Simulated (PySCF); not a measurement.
F2HInO. Atoms are numbered in the order given.

```xyz
5

In     0.0155     0.0013     0.0000
F     -1.8786    -0.4901     0.0000
F      1.2772    -1.4808     0.0000
O      0.6028     1.8985     0.0000
H     -0.1693     2.4853     0.0000
```
Charge 0, spin multiplicity 1.

The structure is a stationary point at B3LYP-D3(BJ)/def2-SVP. The def2 effective core potentials stand for the cores of In; spin–orbit coupling is left out. Other conformers were not sampled.

Computed with ωB97X/def2-TZVPD (PySCF).

Mulliken values depend strongly on the basis, most of all with diffuse functions as here. ESP charges are fitted to the potential on shells at 1.4 to 2.0 van der Waals radii. Atomic charges (e):

```tsv
atom	ESP fit	Mulliken
In1	…	1.45
F2	…	-0.55
F3	…	-0.54
O4	…	-0.66
H5	…	0.31
```

Task: What belongs in the gaps? (The exact figures need the calculation; the answer reports its results.)

Result: 
- In1, ESP fit: 1.32
- F2, ESP fit: -0.50
- F3, ESP fit: -0.45
- O4, ESP fit: -0.71
- H5, ESP fit: 0.35
